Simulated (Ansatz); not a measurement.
Total energies of the cluster Be3⁺ (the lowest doublet isomer of a short search) from Ansatz at PBE0/def2-TZVP, gas phase (1 Eh = 27.2114 eV = 2625.5 kJ/mol). The reference geometry is relaxed at PBE0/def2-TZVP.

Cartesian coordinates in Å:
```
Be 0.000 0.000 0.000
Be -2.063 0.144 -0.730
Be 2.063 -0.144 0.730
```

```csv
state,geometry,energy (Eh)
charge 1 doublet,reference,-43.72763
charge 0 triplet,reference,-43.95519
charge 1 quartet,relaxed at PBE0/def2-TZVP,-43.69866
```

(1) Work out the vertical electron affinity, to the triplet.

(2) Which of the charge 1 states is lowest, and how far above it are the others?

(1) E(charge 1 doublet) − E(charge 0 triplet) = -43.72763 − (-43.95519) = 0.22756 Eh = 6.19 eV.

(2) The doublet. quartet: -43.69866 − (-43.72763) = 0.02897 Eh = 76.1 kJ/mol. The quartet differs in its bonds from the reference.

The structure comes from a short search, and lower isomers may exist.
